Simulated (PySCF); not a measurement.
# ECD: `O[C@H]1CC=C1[C@@H](F)Cl`, C5H6ClFO

Molfile (atoms numbered from 1):
```
C5H6ClFO
     RDKit          3D

 14 14  0  0  0  0  0  0  0  0999 V2000
   -0.8789    1.6709    0.8471 O   0  0  0  0  0  0  0  0  0  0  0  0
   -0.6066    0.3094    0.8461 C   0  0  1  0  0  0  0  0  0  0  0  0
   -1.5733   -0.6480    0.0741 C   0  0  0  0  0  0  0  0  0  0  0  0
   -0.3630   -1.0551   -0.7186 C   0  0  0  0  0  0  0  0  0  0  0  0
    0.4687   -0.2229   -0.0878 C   0  0  0  0  0  0  0  0  0  0  0  0
    1.8960    0.1339   -0.2123 C   0  0  1  0  0  0  0  0  0  0  0  0
    2.6153   -0.8431   -0.8236 F   0  0  0  0  0  0  0  0  0  0  0  0
    2.0516    1.6318   -1.2115 Cl  0  0  0  0  0  0  0  0  0  0  0  0
   -0.9132    1.9893   -0.0630 H   0  0  0  0  0  0  0  0  0  0  0  0
   -0.4623    0.0301    1.8922 H   0  0  0  0  0  0  0  0  0  0  0  0
   -2.3408   -0.1285   -0.4961 H   0  0  0  0  0  0  0  0  0  0  0  0
   -2.0340   -1.4312    0.6725 H   0  0  0  0  0  0  0  0  0  0  0  0
   -0.2308   -1.7874   -1.4931 H   0  0  0  0  0  0  0  0  0  0  0  0
    2.3707    0.3502    0.7518 H   0  0  0  0  0  0  0  0  0  0  0  0
  1  2  1  0
  2  3  1  0
  3  4  1  0
  4  5  2  0
  5  6  1  0
  6  7  1  0
  6  8  1  0
  5  2  1  0
  1  9  1  0
  2 10  1  1
  3 11  1  0
  3 12  1  0
  4 13  1  0
  6 14  1  1
M  END
```

Method used: PySCF, TDDFT B3LYP/def2-SVPD circular dichroism and optical rotation, one conformer, gas phase. Geometry: GFN2-xTB.

The molecule is flexible and this is one conformer; a measurement averages over conformers. States above about 7.6 eV (minus the energy of the highest occupied orbital) lie near or above the ionisation threshold and depend on the basis.

Q: Assign R or S to each stereocentre.

A: C2 S, C6 S.

Q: Which excitations and rotatory strengths does the calculation give?

A: Rotatory strengths R in 10⁻⁴⁰ esu² cm², velocity form and length form (origin at the centre of mass); f in length form.
```csv
state,E (eV),λ (nm),f,R (velocity),R (length),main
1,5.48,226,0.008,-10.4,-10.7,"HOMO→LUMO 0.50, HOMO−1→LUMO 0.49"
2,6.03,206,0.160,+31.4,+32.5,"HOMO−1→LUMO 0.40, HOMO→LUMO 0.39"
3,6.41,193,0.057,-15.2,-14.9,HOMO−2→LUMO 0.83
4,6.59,188,0.0008,+1.8,+2.2,HOMO−3→LUMO 0.93
5,6.74,184,0.007,-13.2,-13.1,"HOMO−4→LUMO 0.72, HOMO→LUMO+1 0.21"
6,6.80,182,0.021,+7.8,+7.7,"HOMO→LUMO+1 0.67, HOMO−4→LUMO 0.18"
7,7.11,174,0.025,-10.7,-11.2,HOMO−1→LUMO+1 0.87
8,7.31,170,0.043,-41.8,-41.3,HOMO→LUMO+2 0.87
9,7.37,168,0.002,+6.9,+6.3,HOMO→LUMO+3 0.81
10,7.57,164,0.008,-13.2,-13.4,"HOMO−1→LUMO+2 0.57, HOMO→LUMO+4 0.21"
11,7.66,162,0.040,-6.2,-4.5,"HOMO→LUMO+4 0.67, HOMO−1→LUMO+2 0.22"
12,7.79,159,0.009,-11.8,-11.5,"HOMO−5→LUMO 0.64, HOMO−2→LUMO+1 0.10"
```

Among the states computed, the strongest CD band (largest |R|) is state 8. The largest dissymmetry factor in size, g = 4R/(D+G), with D and G the electric and magnetic dipole strengths, is +0.032 for state 4 (velocity form, f = 0.0006), among bands with |R| over 0.5. The mirror image has the same energies and oscillator strengths and all R with the opposite sign.
